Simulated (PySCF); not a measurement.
## `[SiH3]C1=CC=CC2=N[Se]N=C12`, C$_{6}$H$_{6}$N$_{2}$SeSi

Molfile (atoms numbered from 1):
```
C6H6N2SeSi
     RDKit          3D

 16 17  0  0  0  0  0  0  0  0999 V2000
    2.1705    0.7515   -0.4224 Si  0  0  0  0  0  4  0  0  0  0  0  0
    0.4607   -0.0093   -0.2521 C   0  0  0  0  0  0  0  0  0  0  0  0
    0.2298   -1.3631   -0.2132 C   0  0  0  0  0  0  0  0  0  0  0  0
   -1.0851   -1.9180   -0.0843 C   0  0  0  0  0  0  0  0  0  0  0  0
   -2.1955   -1.1276    0.0087 C   0  0  0  0  0  0  0  0  0  0  0  0
   -2.0298    0.2915   -0.0242 C   0  0  0  0  0  0  0  0  0  0  0  0
   -3.0161    1.1708    0.0574 N   0  0  0  0  0  0  0  0  0  0  0  0
   -2.2730    2.7820   -0.0331 Se  0  0  0  0  0  2  0  0  0  0  0  0
   -0.6110    2.1703   -0.1810 N   0  0  0  0  0  0  0  0  0  0  0  0
   -0.6867    0.8487   -0.1569 C   0  0  0  0  0  0  0  0  0  0  0  0
    3.1530   -0.3734   -0.4974 H   0  0  0  0  0  0  0  0  0  0  0  0
    2.4950    1.6083    0.7556 H   0  0  0  0  0  0  0  0  0  0  0  0
    2.2692    1.5725   -1.6647 H   0  0  0  0  0  0  0  0  0  0  0  0
    1.0734   -2.0560   -0.2824 H   0  0  0  0  0  0  0  0  0  0  0  0
   -1.1920   -3.0053   -0.0608 H   0  0  0  0  0  0  0  0  0  0  0  0
   -3.2004   -1.5408    0.1069 H   0  0  0  0  0  0  0  0  0  0  0  0
  1  2  1  0
  2  3  2  0
  3  4  1  0
  4  5  2  0
  5  6  1  0
  6  7  2  0
  7  8  1  0
  8  9  1  0
  9 10  2  0
 10  2  1  0
 10  6  1  0
  1 11  1  0
  1 12  1  0
  1 13  1  0
  3 14  1  0
  4 15  1  0
  5 16  1  0
M  END
```

Method used: PySCF 2.14.0, TDDFT CAM-B3LYP/aug-cc-pVDZ excited states, vertical, gas phase. Geometry: PBE0-D3(BJ)/def2-SVP.

The calculation is non-relativistic, which matters for the atoms heavier than Zn.

(1) Give the one- and two-photon strengths of the lowest singlets.

## Answers

(1) δ for parallel linear polarisation; σ at the peak of a Lorentzian of half width 0.1 eV, single beam; Ω is circular over linear.
| state | E (eV) | f | photon λ (nm) | δ (au) | σ (GM) | Ω | main |
| --- | --- | --- | --- | --- | --- | --- | --- |
| S1 | 3.81 | 0.074 | 651 | 16.1 | 0.09 | 1.39 | HOMO→LUMO 0.97 |
| S2 | 4.22 | 0.259 | 587 | 35.2 | 0.23 | 0.56 | HOMO−1→LUMO 0.92 |
| S3 | 4.44 | 0.000 | 559 | 0.61 | 0.00 | 1.50 | HOMO−2→LUMO 0.73, HOMO−3→LUMO 0.20 |
| S4 | 4.70 | 0.000 | 528 | 0.21 | 0.00 | 1.50 | HOMO−3→LUMO 0.73, HOMO−2→LUMO 0.21 |
| S5 | 5.39 | 0.000 | 460 | 1.52 | 0.02 | 1.50 | HOMO−1→LUMO+2 0.83 |
| S6 | 5.82 | 0.003 | 426 | 1.95 | 0.02 | 1.50 | HOMO→LUMO+2 0.80 |

Among these, the strongest one-photon state is S2, the strongest two-photon state S2, with a dipole change of 0.4 D (relaxed, norm of the difference vector).
